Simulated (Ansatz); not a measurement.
A calculation with Ansatz (development build ahead of 0.2.0).

```yaml
crystal:
  periodic: [false, false, false]
  atoms:
    - { symbol: F, position_ang: [0.0, 0.0, 0.0] }
basis:
  gaussian: { orbitals: aug-cc-pVDZ }
magnetization:
  initial_magnetization: 1
hamiltonian:
  xc: hf
correlation:
  method: mp2
  frozen_orbitals: { F: 1 }
```

The input is written out in the form of the current development build from the run's settings. Correlation on restricted open-shell orbitals is semicanonical, with singles.

Output:

```yaml
Converged: yes
Reference_energy: -99.37707 hartree
Correlation_energy: -0.15876 hartree
Total_energy: -99.53582 hartree
Spin_squared_of_the_determinant: 0.750
```
